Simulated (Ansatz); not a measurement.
## Abstraction of F: GaH(CH3)F + C2H → GaH(CH3) + C2HF

Species: GaH(CH3)F, singlet; C2H `[C]#C`, doublet; GaH(CH3), doublet; C2HF `C#CF`, singlet. A radical takes F: the energy is the difference in strength between the Ga–F bond broken and the C–F bond made.

Shapes, held fixed at every level: PBE0-D4/def2-TZVP. Programs: Ansatz 0.2.0. Electronic energies: no zero-point or thermal term.

```tsv
level	kind	ΔE (kJ/mol)
PBE-D4/def2-TZVPP	GGA	-14.0
r2SCAN-D4/def2-TZVPP	meta-GGA	+15.3
B3LYP-D4/def2-TZVPP	global hybrid	+1.0
BHLYP-D4/def2-TZVPP	global hybrid	+12.6
PBE0-D4/def2-TZVPP	global hybrid	-5.9
wB97M-V/def2-TZVPP	range-separated hybrid	-0.9
wB97X-V/def2-TZVPP	range-separated hybrid	+6.8
B2PLYP/def2-TZVPP	double hybrid	+11.5
```

B2PLYP/def2-TZVPP gives ΔE = +11.5 kJ/mol; the levels span -14.0 to +15.3. They disagree on the sign: 5 of 8 are positive. The median of the levels is +3.9. No measured value is set beside it here. Spin contamination: C2H (⟨S²⟩ up to 1.11). Open shells run unrestricted unless RO is named. Relativity is left out for Ga unless named. Correlated rows may include outer-core shells of Ga, which these sets cover unevenly.
